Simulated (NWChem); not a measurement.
Ionisation of boron oxyfluoride (BFO)

```xyz
3

F      0.0000     0.0000    -1.1962
B      0.0000     0.0000     0.0865
O      0.0000     0.0000     1.2917
```
Charge 0, spin multiplicity 1.

Everything below was run with NWChem. All single points use one geometry, from PBE0/def2-SVP, a minimum by its harmonic frequencies.

Basis set: def2-TZVPD. −ε marks an orbital energy of the parent.

B3LYP has NWChem's definition, with VWN1-RPA local correlation.

Q: One of these methods gave a first vertical ionisation energy of 14.31 eV. Which?
A. −ε(HOMO) of BHandHLYP
B. −ε(HOMO) of HF
C. −ε(HOMO) of B3LYP
D. −ε(HOMO) of BLYP

A: B, −ε(HOMO) of HF. The others give 10.07 (−ε(HOMO) of B3LYP), 11.87 (−ε(HOMO) of BHandHLYP), 8.61 (−ε(HOMO) of BLYP).
